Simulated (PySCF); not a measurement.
Q: Give a PBE0-D3(BJ)/def2-SVP geometry of `N[SiH]1N[SiH2]N1`.

A: 
```xyz
12
H7N3Si2 angstrom
N      2.1246    0.3229   -0.2759
Si     0.6661   -0.5367   -0.0337
N     -0.6798   -0.2078   -1.1050
Si    -1.7430    0.2809    0.1856
N     -0.3880    0.0132    1.2484
H      3.0195   -0.1364   -0.3763
H      2.1782    1.3294   -0.3681
H      1.1150   -1.9599    0.0287
H     -0.8230   -0.3890   -2.0868
H     -2.9358   -0.5968    0.4127
H     -2.2538    1.6894    0.1258
H     -0.2389    0.1611    2.2347
```

Any rigid rotation of these coordinates is as good. Atoms count from 1 in this order. The 5 N–Si bonds span 1.710 Å (N1–Si2, drawn single) to 1.751 Å (Si2–N3, drawn single), a spread of 0.041 Å. The 4-membered ring Si2–N3–Si4–N5 has internal angles of 85.8° to 94.0° (sum 360°, against 360° for a flat polygon); it is almost planar, 0.02 Å rms from its mean plane, widest ring torsion 2°. Si2 (SiH silicon) has angles from 85.8° to 118.3°. N3 (nitrogen bridging silicon atoms) is almost planar (angles 133.2°, 132.1° and 93.9°, sum 359.3°, 0.06 Å off the plane of its three neighbours).

Bonds between heavy atoms (Å): N1–Si2 1.710, Si2–N3 1.751, N3–Si4 1.742, Si4–N5 1.743, Si2–N5 1.748.

Method used: PBE0-D3(BJ)/def2-SVP geometry optimisation, gas phase in PySCF 2.14.0.

Point group: near Cs, missed by 0.11 Å at most; the miss may be what the optimiser left on a soft mode. No frequency check. The numbers are those of one conformer (H–N1–Si2–N3 -127° and 50°).

On an Arm Neoverse V2 with one thread, shared host with 32 logical CPUs at a one-minute load of 29, this took 56 s wall and 0.47 GiB of memory at its peak. That covers the optimisation of the geometry.
